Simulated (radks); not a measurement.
Species: Pb2+. Configuration: [Hg]. Method: scalar-relativistic Kohn-Sham, BLYP, spin-unpolarised, spherical densities, finite nucleus; Fermi nuclear charge, rms radius 5.5012 fm; computed with a radial shooting solver on a logarithmic mesh with Libxc functionals.

Local quantities along the radius. ELF = 1/(1 + alpha^2) is the electron localisation function; alpha = (tau - tau_W)/tau_unif compares the Pauli kinetic energy density with that of the uniform gas; r v_xc is r times the local exchange-correlation potential (hartree bohr). tau is taken from the large components.

r (bohr)    ELF    alpha   r v_xc
0.001482  0.999  0.02577  -0.1789
0.001726  0.999  0.02768  -0.1943
0.001993  0.999  0.02995  -0.2106
0.00232   0.999  0.03300  -0.2298
0.00268   0.999  0.03669  -0.2498
0.003119  0.998  0.04174  -0.2727
0.003603  0.998  0.04802  -0.2962
0.004194  0.997  0.05691  -0.3224
0.004883  0.995  0.06915  -0.3498
0.005639  0.993  0.08533  -0.3764
0.006564  0.988   0.1098  -0.4044
0.007581  0.980   0.1438  -0.4302
0.008826  0.962   0.1978  -0.4557
0.01019   0.929   0.2762  -0.4775
0.01187   0.860   0.4038  -0.4971
0.0137    0.744   0.5859  -0.5123
0.01595   0.578   0.8537  -0.5255
0.01842   0.432    1.147  -0.5372
0.02145   0.345    1.379  -0.5532
0.02477   0.341    1.390  -0.5807
0.02884   0.418    1.180  -0.6345
0.03357   0.550   0.9037  -0.7089
0.03877   0.668   0.7048  -0.7809
0.04514   0.735   0.6000  -0.8437
0.05213   0.732   0.6045  -0.8836
0.06068   0.648   0.7367  -0.9029
0.07008   0.500    1.001  -0.9045
0.08159   0.368    1.310  -0.9064
0.09422   0.362    1.327  -0.9438
0.1097    0.488    1.025   -1.048
0.1267    0.639   0.7521   -1.155
0.1475    0.713   0.6342   -1.221
0.1717    0.658   0.7212   -1.220
0.1983    0.467    1.068   -1.169
0.2308    0.295    1.547   -1.117
0.2666    0.342    1.388   -1.173
0.3103    0.558   0.8903   -1.345
0.3584    0.697   0.6600   -1.454
0.4172    0.708   0.6427   -1.466
0.4819    0.607   0.8041   -1.394
0.561     0.419    1.179   -1.277
0.6479    0.315    1.474   -1.193
0.7542    0.395    1.237   -1.195
0.871     0.569   0.8709   -1.244
1.014     0.660   0.7175   -1.255
1.18      0.635   0.7586   -1.210
1.363     0.551   0.9019   -1.137
1.587     0.456    1.093   -1.044
1.833     0.395    1.239  -0.9536
2.134     0.366    1.317  -0.8534
2.464     0.354    1.350  -0.7523
2.869     0.335    1.408  -0.6471
3.313     0.294    1.551  -0.5657
3.857     0.218    1.892  -0.5002
4.455     0.130    2.592  -0.4027
5.186     0.052    4.281  -0.2649
5.989     0.014    8.252  -0.1966
6.972     0.002    20.49  -0.1471

On this mesh the ELF has minima near r = 0.025, 0.094, 0.23, 0.65 bohr, which separate the shells, and maxima near 0.045 (0.74), 0.15 (0.71), 0.42 (0.71), 1.0 (0.66).
